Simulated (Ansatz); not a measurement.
Harmonic frequencies (cm⁻¹) at PBE0-D4/def2-TZVP from Ansatz: 134, 284, 307, 659, 793, 3884.

Each molecule was computed in one conformer, which needn't be the lowest.

(1) Which molecule is it?
A. `Br[CH]Br`•
B. `N#C[SiH]Cl`•
C. `F[Si](F)F`•
D. `[OH][Ga][Br]`•

## Answers

(1) D.
